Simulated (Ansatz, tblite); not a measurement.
Forces on Cu₃Cl₆⁺ at its r2SCAN-D4/def2-SVP geometry. The state is a singlet with charge 1.

The xTB rows come from tblite. The restricted singlet is unstable towards broken spin symmetry at other levels; at PBE-D4/def2-TZVP this wasn't settled. In the singlet, Cl6 and Cl8 lie 2.09 Å apart (atoms count from 1), so these atoms are partly bonded to each other. Another isomer (singlet) lies 0.44 eV lower at PBE0-D4/def2-TZVP; other spin states weren't run for this one.

GFN1-xTB (tblite), largest force 1.12 eV/Å:

```xyz
9
positions Å, forces eV/Å
Cu    1.649   -1.231   -0.932    0.397   -0.320   -0.256
Cu   -1.413    1.125    0.900   -0.059   -0.025   -0.077
Cu    1.262    0.404    1.127    0.054    0.008    0.305
Cl    2.651   -2.677   -2.069   -0.311    0.383    0.268
Cl    2.854   -1.083    0.932   -0.207    0.117   -0.135
Cl   -3.554    0.884    0.285    0.029   -0.146   -1.098
Cl    0.055    1.733    2.406    0.105   -0.061   -0.097
Cl   -3.494    0.515   -1.767   -0.098    0.193    1.102
Cl   -0.010    0.331   -0.882    0.090   -0.150   -0.011
```

GFN2-xTB (tblite), largest force 1.14 eV/Å:

```
Cu -0.220 -0.062 -0.565
Cu -0.358 0.222 0.064
Cu 0.602 0.266 0.931
Cl 0.064 -0.053 0.034
Cl -0.363 0.244 -0.130
Cl -0.046 -0.134 -0.752
Cl 0.060 -0.294 -0.427
Cl -0.033 0.132 0.715
Cl 0.294 -0.322 0.130
```

PBE-D4/def2-TZVP (Ansatz), largest force 0.76 eV/Å:

```
Cu 0.015 -0.005 -0.011
Cu -0.131 0.022 0.118
Cu 0.094 -0.076 0.108
Cl -0.057 0.096 0.090
Cl -0.174 0.121 -0.070
Cl 0.227 -0.109 -0.721
Cl -0.001 -0.110 -0.207
Cl -0.075 0.125 0.717
Cl 0.102 -0.063 -0.024
```
